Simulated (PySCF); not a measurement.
**Bond curve of SnBr**

Set-up: basis Sn def2-SVP with ECP28, Br def2-SVP; scalar-relativistic core potentials; PySCF 2.14. Energies in eV from Sn + Br in their ground configurations at the same level. State: ²Π (doublet), unpaired electrons π ↑.

```csv
R (Å),LC-ωPBE,B2PLYP
2.188,-2.295,-2.215
2.290,-2.858,-2.841
2.391,-3.147,-3.185
2.468,-3.235,-3.310
2.544,-3.243,-3.351
2.620,-3.191,-3.330
2.722,-3.055,-3.231
2.849,-2.816,-3.034
3.002,-2.474,-2.737
3.205,-1.988,-2.305
```

Problem. Put a parabola through the three lowest points of the LC-ωPBE curve and estimate Re, k and ωe (reduced mass 47.59 u; 1 eV/Å² = 0.16022 mdyn/Å; ωe = 1302.8·√(k/μ) cm⁻¹).

Solution. Through R = 2.468, 2.544, 2.62 Å the second-order coefficient is 5.19 eV/Å², so Re ≈ 2.516 Å, k ≈ 1.66 mdyn/Å and ωe ≈ 244 cm⁻¹. A polynomial fit of higher order to the unrounded LC-ωPBE energies gives Re = 2.514 Å, k = 1.84 mdyn/Å, ωe = 256 cm⁻¹; anharmonicity and rounding make the difference.

The higher-order fit for each curve: LC-ωPBE: Re = 2.514 Å, ωe = 256 cm⁻¹, De = 3.25 eV; B2PLYP: Re = 2.553 Å, ωe = 243 cm⁻¹, De = 3.35 eV.

Correlated steps freeze 13 core orbitals. Spin–orbit coupling is left out, which matters for elements this heavy, above all for dissociation energies. B2PLYP dipoles, levels and charges come from its SCF part alone. The state was picked by a PBE0 search and need not be the measured ground state.
